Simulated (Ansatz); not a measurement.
## A cut through the energy surface

CH₆BNO (SMILES CB(N)O), singlet, at its PBE0-D4/def2-TZVP minimum:

C1  (-0.969, 0.701, -0.137)
B2  (0.365, -0.143, -0.098)
N3  (0.613, -1.099, 0.900)
O4  (1.353, 0.022, -1.046)
H5  (-1.506, 0.537, -1.078)
H6  (-1.657, 0.464, 0.677)
H7  (-0.755, 1.773, -0.083)
H8  (1.461, -1.638, 0.927)
H9  (-0.034, -1.301, 1.638)
H10  (1.130, 0.685, -1.699)
(Å)

The dihedral angle H5–C1–B2–N3 (-120.8° at the minimum) is set to the values below, the two halves turning rigidly about the central bond. Each method's energies count from its own value at the PBE0-D4 minimum structure. Computed with Ansatz 0.2.0 (basis: def2-TZVPP); correlated methods freeze the cores. B3LYP uses VWN-RPA correlation.

CCSD(T) energies along the scan:
| dihedral angle (°) | CCSD(T) (eV) |
| --- | --- |
| -115.1 | 0.0005 |
| -101.8 | 0.0053 |
| -88.5 | 0.0139 |
| -75.1 | 0.0229 |
| -61.8 | 0.0278 |
| -48.5 | 0.0262 |
| -35.1 | 0.0197 |
| -21.8 | 0.0123 |
| -8.5 | 0.0074 |
They count from the CCSD(T) energy at the PBE0-D4 minimum.

Largest difference from the CCSD(T) curve over the scan: r2SCAN-D4 0.0008; PBE0-D4 0.0021; B3LYP-D4 0.0017; wB97M-V 0.0030 eV. Each curve counts from its own value at the minimum.

T1 diagnostic: at most 0.011.

For scale, one of the runs: CCSD(T)/def2-TZVPP, 208 basis functions (an equivalent command: `ansatz run in.yaml --threads 4`). The run took 41 s on 4 CPU threads (shared host), with 3 GiB of host memory at its peak.
